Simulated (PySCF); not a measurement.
Compound: C6H13NSi.
Atom-mapped SMILES: `[CH2:1]=[C:2]([CH3:3])[C@H:4]1[CH2:5][Si@H:6]([NH2:7])[CH2:8]1`

Probes without a nucleus sit at each ring's centroid and 1 Å off its mean plane on both sides; NICS is minus the shielding there, NICSzz its component along the normal. Level: GIAO PBE0/pcSseg-1 (PySCF, non-relativistic, gas phase) on the GFN2-xTB geometry, one conformer.

Ring bond lengths (Å), with Mayer bond orders in brackets: C4–C5 1.553 (0.97), C5–Si6 1.916 (0.87), Si6–C8 1.905 (0.92), C8–C4 1.551 (0.97).

**Question.** Give the NICS values of each ring in ppm.

**Answer.** 
```tsv
ring	type	NICS(0)	NICS(1), two faces	NICS(1)zz, two faces	rms pucker (Å)	centre to ring atoms, mean (Å)
C4–C5–Si6–C8	4-membered ring with Si; formal bonds all single	1.7	-0.3 / -0.2	4.8 / 1.2	0.04	1.22
```

**Question.** What can be read from them?

**Answer.** 
- C4–C5–Si6–C8: mean NICS(1)zz 3.0 ppm, deshielded. C4, C5, Si6, C8 have four or more neighbours, and the NICS criterion for π rings isn't applied. The two faces differ by 3.6 ppm, so no symmetry operation interchanges them.

**Question.** What is the mean of the two in-plane components of NICS at the second NICS(1) probe listed for ring C4–C5–Si6–C8, 1 Å off the ring?

**Answer.** The isotropic value is a third of the trace: (3 × -0.2 − (1.2))/2 = -0.9 ppm.

**Question.** List the ring angles and the Hirshfeld charges of the ring atoms.

**Answer.** 
- C4–C5–Si6–C8: C4 99.6° (-0.025 e), C5 91.3° (-0.179 e), Si6 76.7° (+0.396 e), C8 91.8° (-0.172 e); sum 359.4° against 360° for a flat convex ring.

The values belong to the conformer `[CH2:1]=[C:2]([CH3:3])[C@H:4]1[CH2:5][Si@H:6]([NH2:7])[CH2:8]1`: C1–C2–C4–C5 -58°, H–N7–Si6–C5 -47°, H–N7–Si6–C5 94°.
